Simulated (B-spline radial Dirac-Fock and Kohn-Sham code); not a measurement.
X-ray scattering factor of In²⁶⁺

System: indium as In²⁶⁺, [Ar] 3d5.

Model: Dirac-Fock densities. Program: a radial finite-basis atomic code. f₀ is the Fourier transform of the spherical electron density, S the Waller-Hartree incoherent function, and s = sin θ/λ.

```csv
s (Å⁻¹),f₀,S
0,23.000,0.000
0.06,22.957,0.039
0.07,22.942,0.054
0.09,22.904,0.088
0.11,22.857,0.132
0.14,22.770,0.213
0.18,22.621,0.349
0.23,22.386,0.564
0.29,22.035,0.884
0.37,21.460,1.403
0.47,20.589,2.176
0.59,19.369,3.239
0.75,17.553,4.780
0.95,15.187,6.727
1.2,12.427,8.960
1.52,9.617,11.315
1.93,7.320,13.563
2.44,5.839,15.543
3.1,4.745,17.369
3.92,3.608,18.970
4.97,2.453,20.259
6.3,1.641,21.154
7.98,1.224,21.784
```

f₀ starts at the number of electrons, 23, and has fallen to half at s ≈ 1.31 Å⁻¹. The sum of ⟨r²⟩ over the electrons is 1.606 bohr².

Values without a named source are computed, but for edge energies of neutral atoms, which are taken from tables.
